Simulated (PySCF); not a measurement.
**Ions at one geometry of [Y(SH)2]+**

PySCF 2.14.0, RKS PBE0, Y def2-SVP with ECP28, S def2-SVP, H def2-SVP; non-relativistic Hamiltonian with scalar-relativistic core potentials where named; density fitting; no spin-orbit coupling; singlets restricted, open shells unrestricted. The geometry is relaxed for charge +1, singlet, vacuum:

```xyz
5

Y     0.0000    0.0000   -0.8742
S     1.8576   -0.0744    0.7150
H     2.8111   -0.2347   -0.2402
S    -1.8576    0.0744    0.7150
H    -2.8111    0.2347   -0.2402
```

Energies count from the relaxed state; an electron taken off or put on is at rest in vacuum. Charges and spins are Mulliken's.

| state | energy (eV) | spin squared | charge on Y1 (e) | spin on Y1 (e) | dipole about the centre of mass (D) |
| --- | --- | --- | --- | --- | --- |
| charge +1, singlet, vacuum | 0.00 | 0.00 | 1.01 | 0.00 | 8.37 |
| charge +2, doublet, vacuum | 14.21 | 0.77 | 1.33 | 0.00 | 6.35 |

Task: What does the state charge 0, doublet, vacuum give?

Result: energy (eV) -6.06, spin squared 0.75, charge on Y1 (e) 0.35, spin on Y1 (e) 1.04, dipole about the centre of mass (D) 4.38.

With an electron taken off (doublet) the charges change, summed by element, by Y +0.31 e, S +0.54 e, H +0.15 e. The vertical ionisation energy is 14.21 eV, against −ε(HOMO) = 12.19 eV of the relaxed state. The level lies 2.0 eV too high, as is usual for semilocal functionals and global hybrids, which keep a self-interaction error.

With an electron put on (doublet) the charges change, summed by element, by Y -0.66 e, S -0.24 e, H -0.10 e. The vertical electron affinity is 6.06 eV, against −ε(LUMO) = 7.47 eV of the relaxed state.

Open shells may have lower solutions than those found.
